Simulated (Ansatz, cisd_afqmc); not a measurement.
System: BNH, charge 0, doublet. BNH (SMILES [B]=N, doublet).
B3LYP-D3(BJ)/def2-TZVP minimum from Ansatz (an electronic-structure program):
```xyz
3

B      0.0000     0.0000    -0.8356
N      0.0000     0.0000     0.3981
H      0.0000     0.0000     1.3912
```
Charge 0, spin multiplicity 2.

Total energies in cc-pVTZ, 9 correlated electrons, 2 frozen orbitals. UHF or UKS for unpaired electrons; spin-orbit terms are left out. Cores are frozen in correlated methods. No relativity. The Monte Carlo rows (phaseless AFQMC, CISD trial, step 0.005/hartree) carry one-sigma bars that omit the constraint's bias. Outlying blocks are dropped, and bars are widened where a walk drifts. Over all cases where full CI ran beside it in this data, AFQMC minus full CI had a median of +0.1 mEh and passed +0.4 mEh in a tenth of the cases. The UHF reference of HBN ([B]=N, doublet) is spin-contaminated (<S^2> up to 0.10 over the pure value in the sets run).

| method | program | energy (Eh) | minus CCSDT(Q) (mEh) |
|---|---|---|---|
| HF | Ansatz | -79.67945 | 293.87 |
| MP2 | Ansatz | -79.94725 | 26.06 |
| CCSD | Ansatz | -79.95802 | 15.30 |
| CCSD(T) | Ansatz | -79.97170 | 1.62 |
| CCSDT(Q) | Ansatz | -79.97331 | 0.00 |
| AFQMC/CISD | cisd_afqmc | -79.9723 ± 0.0004 | 1.0 ± 0.4 |

Rough core times of Ansatz's runs on a shared machine: CCSD(T) under 20 s, CCSDT(Q) 3 min.
